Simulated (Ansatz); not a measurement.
`CC(C)[O][Al]([Cl])[CH](C)C` and `CC(C)[O][Al]([F])[Cl]` differ in one atom or group.

Ansatz, PBE0-D4/def2-TZVP geometries, multiplicity 1. Each molecule was computed in one conformer, which needn't be the lowest.

```
                                          property  `CC(C)[O][Al]([Cl])[CH](C)C`
  size of the dipole moment (B3LYP/def2-TZVPP) / D                          2.69
                LUMO energy (PBE0/def2-TZVPP) / eV                         -0.31
               HOMO energy (B3LYP/def2-TZVPP) / eV                         -7.26
             HOMO–LUMO gap (B3LYP/def2-TZVPP) / eV                          6.72
                HOMO energy (PBE0/def2-TZVPP) / eV                         -7.45
size of the dipole moment (ωB97M-V/def2-TZVPP) / D                          2.68
```

Task: What does the change do to each property? (Estimate.)

Result: Ansatz gave: 
```tsv
property	`CC(C)[O][Al]([F])[Cl]`	shift
size of the dipole moment (B3LYP/def2-TZVPP) / D	2.22	-0.47
LUMO energy (PBE0/def2-TZVPP) / eV	-0.76	-0.45
HOMO energy (B3LYP/def2-TZVPP) / eV	-8.32	-1.06
HOMO–LUMO gap (B3LYP/def2-TZVPP) / eV	7.27	0.55
HOMO energy (PBE0/def2-TZVPP) / eV	-8.56	-1.11
size of the dipole moment (ωB97M-V/def2-TZVPP) / D	2.22	-0.46
```

With PBE0 the HOMO falls by 1.11 eV and the LUMO falls by 0.45 eV, so the gap widens by about 0.66 eV. PBE moves the HOMO by -0.89 eV and ωB97M-V by -1.27 eV. Dipoles are sizes alone; their direction can turn.

B3LYP here is the variant with VWN-RPA as its local correlation; programs differ in this.
